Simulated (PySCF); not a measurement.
Si(I)(NMe2) (C2H6INSi), SMILES CN([Si]I)C (connectivity only; charge and spin as stated), neutral, multiplicity 1. Atoms are numbered in the order given.

```xyz
11

Si     1.1728    -0.8342     0.0000
I     -0.0700     1.3999     0.0000
N     -0.1089    -2.0034     0.0000
C      0.3203    -3.4010     0.0000
C     -1.5571    -1.8706     0.0000
H     -0.0570    -3.9303    -0.8933
H     -0.0570    -3.9303     0.8933
H      1.4198    -3.4693     0.0000
H     -1.9905    -2.3589     0.8916
H     -1.9905    -2.3589    -0.8916
H     -1.8519    -0.8148     0.0000
```

The structure is a stationary point at B3LYP-D3(BJ)/def2-SVP. The def2 effective core potentials stand for the cores of I; spin–orbit coupling is left out. The values are those of a single conformer.

These are PBE/def2-TZVP run with PySCF values and carry that method's errors.

ESP charges are fitted to the potential on shells at 1.4 to 2.0 van der Waals radii. Atomic charges (e):

```tsv
atom	Löwdin	ESP fit	Mulliken
Si1	-0.03	-0.13	?
I2	0.02	-0.13	?
N3	-0.03	0.33	-0.08
C4	-0.34	-0.45	?
C5	-0.34	-0.40	?
H6	0.12	0.13	0.13
H7	0.12	0.13	0.13
H8	0.12	0.15	0.14
H9	0.12	0.12	0.12
H10	0.12	0.12	0.12
H11	0.11	0.11	0.15
```

Complete the blanks. (Estimate from the structure and the level; the computed values follow.)


- Si1, Mulliken: 0.12
- I2, Mulliken: -0.24
- C4, Mulliken: -0.29
- C5, Mulliken: -0.29

Computed Mayer and Wiberg (Löwdin basis) orders of the bonds:
| bond | Mayer | Wiberg |
|---|---|---|
| Si1–I2 | 1.10 | 1.68 |
| Si1–N3 | 1.34 | 1.66 |
| N3–C4 | 0.97 | 1.30 |
| N3–C5 | 0.96 | 1.31 |
| C4–H6 | 0.95 | 0.91 |
| C4–H7 | 0.95 | 0.91 |
| C4–H8 | 0.95 | 0.89 |
| C5–H9 | 0.95 | 0.91 |
| C5–H10 | 0.95 | 0.91 |
| C5–H11 | 0.95 | 0.90 |
